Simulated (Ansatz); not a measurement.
```xyz
3

Cl    0.0000    0.0000   -2.3684
Mg    0.0000    0.0000    0.0000
Cl    0.0000    0.0000    2.3684
```

Basis set: cc-pVTZ (spherical functions). Correlated methods keep 11 orbitals frozen. Charge 0, multiplicity 1.

Computed with Ansatz (development build ahead of 0.2.0); each method stands on the lowest determinant of its kind that the runs found. Restricted open shells among the atoms or ions are ROHF, correlated in semicanonical orbitals with singles.

The atomization energy at this shape (free ground-state atoms in the same class of orbitals less the molecule, no zero-point energy) of singlet MgCl2:

```csv
method,atomization energy
RHF-MP2,7.97 eV
```

Q: What does RHF give?

A: 6.46 eV. Caution: the shape is not the minimum.
